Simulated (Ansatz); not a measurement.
Total energies of the cluster Ag₃Au from Ansatz at PBE-D4/def2-TZVP, gas phase (1 Eh = 27.2114 eV = 2625.5 kJ/mol). The reference geometry is relaxed at B3LYP-D4/def2-SVP.

Cartesian coordinates in Å:
```
Au 0.7506 2.1610 -0.7581
Ag 0.2553 0.3579 1.2677
Ag -0.7574 -2.1614 0.7595
Ag -0.2485 -0.3575 -1.2691
```

```
                 state                      geometry  energy (Eh)
      charge 0 singlet                     reference   -576.90154
      charge 1 doublet                     reference   -576.63468
      charge 0 triplet  relaxed at B3LYP-D4/def2-SVP   -576.86879
      charge 0 quintet  relaxed at B3LYP-D4/def2-SVP   -576.73579
free Au atom (doublet)                             –   -135.74600
free Ag atom (doublet)                             –   -146.98341
```

In the def2 sets Ag, Au take a core potential; there is no spin–orbit coupling.

Question: Work out the vertical ionisation energy to the doublet.

Answer: E(charge 1 doublet) − E(charge 0 singlet) = -576.63468 − (-576.90154) = 0.26686 Eh = 7.26 eV. For comparison, −ε of the highest occupied level is 5.00 eV at this level, 2.26 eV less.

Question: Which of the charge 0 states is lowest, and how far above it are the others?

Answer: The singlet. triplet: -576.86879 − (-576.90154) = 0.03275 Eh = 86.0 kJ/mol; quintet: -576.73579 − (-576.90154) = 0.16575 Eh = 435.2 kJ/mol. The triplet differs in its bonds from the reference. The quintet differs in its bonds from the reference.

Question: What is the binding energy per atom against free atoms?

Answer: Atoms: 1 × (-135.74600) + 3 × (-146.98341) = -576.69623 Eh. Binding: -576.69623 − (-576.90154) = 0.20531 Eh = 5.59 eV, or 1.40 eV for each of 4 atoms (no zero-point energy, no counterpoise term).

The structure comes from a short search, and lower isomers may exist.
